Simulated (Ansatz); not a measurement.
Gas-phase electronic energies from Ansatz, PBE0-D4/def2-TZVP geometries. CCSD(T)/CBS is the MP2 limit (def2-TZVPP, def2-QZVPP) plus CCSD(T) − MP2 in def2-TZVPP, frozen cores. Functionals use def2-TZVPP. For Br outer-core shells are correlated without core-valence functions, which leaves a few kJ/mol of doubt a bond. Scalar relativity is left out up to krypton. One conformer a species, not always the lowest.

`N[SiH](O)BO` + `BC(=C)Br` → `BC(=C)BO` + `N[SiH](O)Br`  (redistribution)

```json
{"level": "PBE-D4", "ΔE (eV)": "-2.01", "difference from CCSD(T)/CBS": "0.17"}
{"level": "r2SCAN-D4", "ΔE (eV)": "-2.18", "difference from CCSD(T)/CBS": "0.00"}
{"level": "ωB97M-V", "ΔE (eV)": "-2.22", "difference from CCSD(T)/CBS": "-0.04"}
{"level": "HF/def2-TZVPP", "ΔE (eV)": "-2.35", "difference from CCSD(T)/CBS": "-0.17"}
{"level": "SCS-MP2/def2-TZVPP", "ΔE (eV)": "-2.15", "difference from CCSD(T)/CBS": "0.03"}
{"level": "CCSD/def2-TZVPP", "ΔE (eV)": "-2.15", "difference from CCSD(T)/CBS": "0.03"}
{"level": "MP2/def2-QZVPP", "ΔE (eV)": "-2.25", "difference from CCSD(T)/CBS": "-0.07"}
{"level": "SCS-MP2/def2-QZVPP", "ΔE (eV)": "-2.19", "difference from CCSD(T)/CBS": "-0.01"}
{"level": "MP2/CBS(def2)", "ΔE (eV)": "-2.27", "difference from CCSD(T)/CBS": "-0.09"}
{"level": "CCSD/CBS(def2)", "ΔE (eV)": "-2.21", "difference from CCSD(T)/CBS": "-0.03"}
{"level": "CCSD(T)/CBS", "ΔE (eV)": "-2.18", "difference from CCSD(T)/CBS": "0"}
```

Largest T1 diagnostic among the species: 0.013.

In def2-TZVPP, CCSD(T) changes the Hartree–Fock value by +0.23 eV (the triples alone add +0.03 eV) and MP2 by +0.14 eV. From PBE to PBE0 (25 % exact exchange), in def2-TZVPP and without D4, ΔE moves by −0.13 eV.
